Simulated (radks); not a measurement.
Fe4+, configuration [Ar] 3d4 (the NIST ground configuration).

All-electron calculation, scalar-relativistic Kohn-Sham, LDA (Slater exchange, Perdew-Wang correlation), spin-polarised, spherical densities, point nucleus; open shells are filled with parallel spins first. Program: a radial shooting solver on a logarithmic mesh with Libxc functionals.

Energy parts (eV):
| part | energy |
|---|---|
| total | -34454.975 |
| kinetic | 34855.835 |
| electron-nucleus | -81147.057 |
| Hartree | 13242.929 |
| exchange-correlation | -1406.681 |

Orbitals (lengths in bohr, moments of r in powers of bohr; r(90%) holds 90 % of the orbital's charge):
| orbital | occ. | eigenvalue (eV) | r(90%) | <r> |
|---|---|---|---|---|
| 1s up | 1 | -7043.564 | 0.105 | 0.05856 |
| 1s down | 1 | -7043.546 | 0.105 | 0.05856 |
| 2s up | 1 | -880.3320 | 0.415 | 0.2677 |
| 2s down | 1 | -877.7833 | 0.414 | 0.2673 |
| 2p up | 3 | -760.0694 | 0.387 | 0.2361 |
| 2p down | 3 | -758.1014 | 0.386 | 0.2355 |
| 3s up | 1 | -153.9005 | 1.19 | 0.7952 |
| 3s down | 1 | -148.8556 | 1.19 | 0.7991 |
| 3p up | 3 | -119.7508 | 1.27 | 0.8279 |
| 3p down | 3 | -114.8226 | 1.28 | 0.8341 |
| 3d up | 4 | -65.5113 | 1.50 | 0.9113 |
| 3d down | 0 | -60.7360 | 1.55 | 0.9340 |

The highest occupied level is 3d up at -65.511 eV. Spin moment in Bohr magnetons: 4. The density falls to 0.001 e/bohr^3 at r = 2.49 bohr. For comparison, the ionisation energy in NIST's Atomic Spectra Database is 75.0 eV (semi-empirical). In exact Kohn-Sham theory the highest level is minus the ionisation energy, but local and semilocal functionals leave it too shallow, through self-interaction and a potential that decays too fast; potentials with the right tail come closer. Summed over all electrons, <r^2> = 10.99 bohr^2, which gives a Langevin (diamagnetic) susceptibility term of -8.71 x 10^-6 cm^3/mol.
